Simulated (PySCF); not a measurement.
CH2NO, charge +1, singlet, geometry from GFN2-xTB. Base run: PySCF with LC-WPBE/cc-pVDZ, TDDFT.

PySCF was given this input:
```python
from pyscf import gto, scf, dft, tdscf

mol = gto.M(
    atom='''
N    -1.101139    0.012625   -0.053004
C     0.146739   -0.001682    0.007063
O     1.264590   -0.014499    0.060872
H    -1.635986    0.886283   -0.051278
H    -1.653191   -0.848572   -0.107050
''',
    basis='cc-pvdz',
    charge=1,
    spin=0,
    verbose=3,
)

mf = dft.RKS(mol)
mf.xc = 'lc_wpbe'
mf.kernel()
td = mf.TDDFT()
td.nstates = 5
td.kernel()
td.analyze()
```

Each row names what was changed in the base input (with any setting that the change needs).

```
change                   first excitation (eV)  oscillator strength of the first  second (eV)  core-seconds (rough)
-----------------------  ---------------------  --------------------------------  -----------  --------------------
base                                      6.36                             0.000         9.47                    50
functional = pbe0                         6.37                             0.000         9.44                    40
functional = m062x                        6.13                             0.000         9.31                    90
nstates = 10                              6.36                             0.000         9.47                    50
functional = pbe                          6.10                             0.000         9.29                    20
nstates = 2                               6.36                             0.000         9.47                    50
functional = hf                           6.99                             0.000         9.63                     6
functional = camb3lyp                     6.33                             0.000         9.35                    50
response = Tamm-Dancoff                   6.39                             0.000         9.57                    30
functional = b3lyp                        6.27                             0.000         9.31                    30
functional = wb97x                        6.41                             0.000         9.46                    60
```

An iterative solver can miss low states, so a row lists the states that it found.
